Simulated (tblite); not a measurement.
C4H4NSi (doublet state).
Geometry (GFN2-xTB, Å), atoms numbered from 1 in this order:
```
atom  x, y, z in Å
C1     3.3125   -0.4363   -0.0299
C2     2.2067    0.0273   -0.0289
Si3    0.5129    0.8149   -0.0303
C4    -0.6520   -0.7163    0.0246
C5    -2.0140   -0.2911    0.0299
N6    -3.0962    0.0810    0.0320
H7     0.3563    1.6266    1.1775
H8     0.3275    1.5620   -1.2752
H9    -0.4624   -1.3081    0.9219
H10   -0.4824   -1.3554   -0.8441
```

Method: GFN2-xTB as coded in tblite; computed harmonic values from a numerical Hessian at the method's own geometry, unscaled. Against measured fundamentals such values can be off by several per cent, at times by over 20. Modes of hydrogen on silicon can be 10 to 20 % off. One conformer, not necessarily the lowest. Open shells enter through the occupations alone, without spin polarisation, and single modes of such species can be off by tens of per cent.

Harmonic wavenumbers (cm⁻¹): 41.6, 85.8, 153.0, 180.1, 211.4, 373.9, 433.6, 453.5, 503.2, 624.0, 685.2, 707.4, 754.6, 756.6, 1013.2, 1068.4, 1168.0, 1404.7, 2218.0, 2267.0, 2270.6, 2398.4, 2971.0, 2979.3.

A = 12396, B = 1294, C = 1197 MHz; mass 94.011 u (most abundant isotopes); point group Cs, symmetry number 1; spin multiplicity 2.

What is the zero-point energy?

Half the sum of the wavenumbers: 12861 cm⁻¹ = 36.77 kcal/mol.

What is S at 500 K and 1 bar for an ideal gas of classical rigid rotors and harmonic oscillators?

Translation 42.13, rotation 28.76, vibration 33.44, spin (R ln 2) 1.38: S = 105.7 cal/(mol K).

And Cp and H(500 K) − H(0)?

Cp = 35.76 cal/(mol K), of which vibrations give 27.81 (their classical limit is 24 R = 47.7); H(500 K) − H(0) = 12.11 kcal/mol without the zero-point energy, 8.14 from vibrations.

What must be added to the electronic energy to get the Gibbs energy at 500 K and 1 bar?

ZPE + [H(500 K) − H(0)] − T·S = 36.77 + 12.11 − 52.85 = -3.97 kcal/mol.

How do the functions run with temperature in this model?

| T (K) | S (cal/(mol K)) | Cp (cal/(mol K)) | H − H(0) (kcal/mol) | G − H(0) (kcal/mol) | ln q(vib) |
| --- | --- | --- | --- | --- | --- |
| 150 | 73.1 | 19.2 | 2.05 | -8.92 | 2.36 |
| 250 | 84.5 | 25.5 | 4.30 | -16.82 | 4.25 |
| 298.15 | 89.2 | 28.1 | 5.59 | -21.00 | 5.14 |
| 400 | 98.1 | 32.5 | 8.69 | -30.54 | 6.95 |
| 600 | 112.5 | 38.4 | 15.82 | -51.66 | 10.23 |
| 900 | 129.2 | 44.1 | 28.26 | -88.02 | 14.50 |

q(vib) and H(0) count from the zero-point level.

Blend soft modes into free rotors: weight 1/[1 + (100 cm⁻¹/ν̃)⁴] for the oscillator and the rest for a rotor with moment μB/(μ + B), μ = h/(8π²ν), B = 10⁻⁴⁴ kg m². What vibrational entropy results?

30.55 cal/(mol K) in place of 33.44, which changes −T·S at 500 K by +1.44 kcal/mol.

Hindered rotation and anharmonicity are outside this model. Other conformers, if any are populated, would add a mixing term that is left out.
